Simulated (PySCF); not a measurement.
C3H4Cl2Ge, SMILES ClC1=[CH][Ge@H]([Cl])[CH2]1. Atoms are numbered in the order given.

```xyz
10

Cl     3.1348     0.1660    -0.3001
C      1.3929     0.2067    -0.2186
C      0.6370     1.0574     0.5265
Ge    -0.9752     0.2696    -0.2278
Cl    -2.2308    -0.8782     1.1425
C      0.5478    -0.7560    -1.0277
H      0.9722     1.8417     1.2172
H     -1.9300     1.1039    -1.1161
H      0.6241    -1.8098    -0.6925
H      0.7057    -0.7036    -2.1237
```
Charge 0, spin multiplicity 1.

Geometry: PBE-D3(BJ)/def2-SVP. The structure was generated by enumeration; whether it is a known compound was not checked.

Level of theory: PBE0/pcSseg-1 in PySCF.

GIAO shieldings, no solvent; atoms listed in one row are averaged. δ = σ(ref) − σ: ³⁵Cl against HCl (σ = 945.9 ppm); ¹³C against TMS (σ = 186.3 ppm); ⁷³Ge against GeH4 (σ = 1658.3 ppm); ¹H against TMS (σ = 31.56 ppm), references at their B3LYP-D3(BJ)/def2-TZVP geometries, non-relativistic (without spin–orbit terms, shifts of atoms bonded to Cl or Br come out too high).

Computed chemical shifts:
```json
[
 {"nucleus": "³⁵Cl", "atoms": "Cl1", "count": "1", "δ (ppm)": "337.9"},
 {"nucleus": "³⁵Cl", "atoms": "Cl5", "count": "1", "δ (ppm)": "14.8"},
 {"nucleus": "¹³C", "atoms": "C2", "count": "1", "δ (ppm)": "166.0"},
 {"nucleus": "¹³C", "atoms": "C3", "count": "1", "δ (ppm)": "150.2"},
 {"nucleus": "¹³C", "atoms": "C6", "count": "1", "δ (ppm)": "46.1"},
 {"nucleus": "⁷³Ge", "atoms": "Ge4", "count": "1", "δ (ppm)": "317.3"},
 {"nucleus": "¹H", "atoms": "H7", "count": "1", "δ (ppm)": "6.80"},
 {"nucleus": "¹H", "atoms": "H8", "count": "1", "δ (ppm)": "6.64"},
 {"nucleus": "¹H", "atoms": "H9", "count": "1", "δ (ppm)": "3.29"},
 {"nucleus": "¹H", "atoms": "H10", "count": "1", "δ (ppm)": "3.14"}
]
```
